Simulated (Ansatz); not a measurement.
Basis-set series for `[CH3][AlH][Se]C`. Charge 0, multiplicity 1. All single points use the PBE0-D4/def2-TZVP geometry. It is one conformer, not always the lowest.

| functional | basis | functions | energy (Eh) | HOMO (eV) | LUMO (eV) |
| --- | --- | --- | --- | --- | --- |
| PBE0-D4 | def2-SVP | 113 | -2723.52373 | -6.65 | -0.89 |
| PBE0-D4 | def2-QZVPP | 483 | -2724.05594 | -6.74 | -0.98 |
| ωB97M-V | def2-SVP | 113 | -2723.80380 | -8.74 | 0.79 |
| ωB97M-V | def2-QZVPP | 483 | -2724.33956 | -8.86 | 0.46 |

**Question.** Give the rows for def2-TZVPP. (An estimate is asked.)

**Answer.** Ansatz gave: 
| functional | basis | functions | energy (Eh) | HOMO (eV) | LUMO (eV) |
| --- | --- | --- | --- | --- | --- |
| PBE0-D4 | def2-TZVPP | 250 | -2723.99315 | -6.73 | -0.94 |
| ωB97M-V | def2-TZVPP | 250 | -2724.27856 | -8.85 | 0.65 |

Positive LUMOs are unbound and depend on the basis. Scalar relativity is left out up to krypton.
